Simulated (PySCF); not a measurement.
# Telling isomers of C₆H₁₁N₃OSi apart by NMR

Non-relativistic, one conformer, fast rotation and ring inversion assumed for equivalent nuclei, in vacuum. σ from GIAO-PBE0/pcSseg-1; GFN2-xTB geometry; PySCF.

δ = σ(ref) − σ, references computed at the same level: ¹H, ¹³C vs TMS. Where no couplings were computed, multiplicities follow the n + 1 count of equivalent neighbours, and m marks all less simple cases (inequivalent or close neighbours, rings, F or P nearby). Shifts are as computed. Against solution values, carbons near 30 ppm lie about +3 ppm off and those near 130 ppm about +5 ppm. Of 1211 compounds with measured shifts, 218 miss one by over three times the rms of a fit or turn the order of signals round; such compounds aren't used in these exercises.

(1) Tabulate the signals of `CC(=O)c1cn([SiH](C)C)nn1`, `Cc1nnc(C=O)n1[SiH](C)C`, `CC(=O)c1cnn([SiH](C)C)n1` and their relative energies.

(2) What is the quickest way to tell CC(=O)c1cn([SiH](C)C)nn1 from CC(=O)c1cnn([SiH](C)C)n1?

(3) What is the quickest way to tell CC(=O)c1cn([SiH](C)C)nn1 from Cc1nnc(C=O)n1[SiH](C)C?

(4) What is the quickest way to tell Cc1nnc(C=O)n1[SiH](C)C from CC(=O)c1cnn([SiH](C)C)n1?

Answers

(1) 
```tsv
SMILES	carbon types	δC	δH	E rel. (kcal/mol)
CC(=O)c1cn([SiH](C)C)nn1	2×C 1×CH 3×CH3	197.6, 152.4, 137.4, 31.4, -0.4	8.22 (s, 1H), 5.50 (sept, 1H), 2.89 (s, 3H), 0.63 (d, 6H)	9.9
Cc1nnc(C=O)n1[SiH](C)C	2×C 1×CH 3×CH3	189.8, 164.2, 160.3, 15.5, -1.0	10.05 (s, 1H), 5.32 (sept, 1H), 2.71 (s, 3H), 0.59 (d, 6H)	0.0
CC(=O)c1cnn([SiH](C)C)n1	2×C 1×CH 3×CH3	197.0, 153.7, 143.5, 30.8, -0.8	8.42 (s, 1H), 5.65 (sept, 1H), 2.74 (s, 3H), 0.56 (d, 6H)	7.2
```

Energies are electronic energies at PBE0/pcSseg-1 on these geometries, without zero-point or thermal terms, each for the one conformer computed, which needn't be the lowest.

(2) Both give the same number of carbon signals, with the same numbers of each carbon type, so the positions decide. The first has an aromatic CH next to a ring nitrogen at 137.4 ppm, the second an aromatic CH next to a ring nitrogen at 143.5 ppm. Their most deshielded carbons lie at 197.6 and 197.0 ppm.

(3) Both give the same number of carbon signals, with the same numbers of each carbon type, so the positions decide. The first has an aromatic CH next to a ring nitrogen at 137.4 ppm, the second an aldehyde carbonyl carbon (CH) at 189.8 ppm. Their most deshielded carbons lie at 197.6 and 189.8 ppm. In the proton spectra the most deshielded non-exchanging signals are 8.22 (s, 1H) and 10.05 (s, 1H).

(4) Both give the same number of carbon signals, with the same numbers of each carbon type, so the positions decide. The first has an aldehyde carbonyl carbon (CH) at 189.8 ppm, the second an aromatic CH next to a ring nitrogen at 143.5 ppm. Their most deshielded carbons lie at 189.8 and 197.0 ppm. In the proton spectra the most deshielded non-exchanging signals are 10.05 (s, 1H) and 8.42 (s, 1H).
